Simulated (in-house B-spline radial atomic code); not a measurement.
Spin-orbit splittings of orbital energies (j = l + 1/2 less j = l - 1/2) and ratios of mean radii (lower j over upper j) along the 49-electron series, configuration [Kr] 4d10 4f3. Computed with a radial B-spline atomic code at the basis-set limit: Dirac-Hartree-Fock, average of the configuration, finite nuclei.

```csv
ion,Z,splitting of 4f (eV),radius ratio of 4f,splitting of 4d (eV),radius ratio of 4d,splitting of 3d (eV),radius ratio of 3d
Gd15+,64,1.0266,0.99422,6.5277,0.98616,31.399,0.9821
Tb16+,65,1.1984,0.9941,7.2038,0.98591,33.914,0.98153
Dy17+,66,1.3858,0.99397,7.93,0.98565,36.579,0.98096
Ho18+,67,?,?,?,?,?,?
Er19+,68,1.8115,0.99369,9.5419,0.98508,42.387,0.97978
Tm20+,69,2.0516,0.99353,10.432,0.98477,45.542,0.97918
Yb21+,70,?,?,?,?,?,?
Lu22+,71,2.591,0.9932,12.394,0.98413,52.387,0.97794
Hf23+,72,2.8923,0.99302,13.471,0.98379,56.091,0.97731
Ta24+,73,3.2159,0.99284,14.615,0.98345,59.992,0.97666
W25+,74,?,?,?,?,?,?
Re26+,75,3.9347,0.99246,17.117,0.98272,68.412,0.97535
```

(1) Fill in the row of Ho18+.

(2) Fill in the row of Yb21+.

(3) Fill in the row of W25+.

(4) With what power of Z does the column «splitting of 3d (eV)» change over this range?

## Answers

(1) splitting of 4f (eV): 1.5899; radius ratio of 4f: 0.99383; splitting of 4d (eV): 8.7086; radius ratio of 4d: 0.98537; splitting of 3d (eV): 39.402; radius ratio of 3d: 0.98037.

(2) splitting of 4f (eV): 2.3111; radius ratio of 4f: 0.99337; splitting of 4d (eV): 11.382; radius ratio of 4d: 0.98446; splitting of 3d (eV): 48.873; radius ratio of 3d: 0.97856.

(3) splitting of 4f (eV): 3.5631; radius ratio of 4f: 0.99265; splitting of 4d (eV): 15.829; radius ratio of 4d: 0.98309; splitting of 3d (eV): 64.096; radius ratio of 3d: 0.97601.

(4) A fit of the logarithm of its size against log Z from Z = 64 to 75 has slope 4.91. An unscreened hydrogenic electron would give 4 at low Z; screening makes the apparent power larger near the neutral end, and relativity raises it again at high Z.
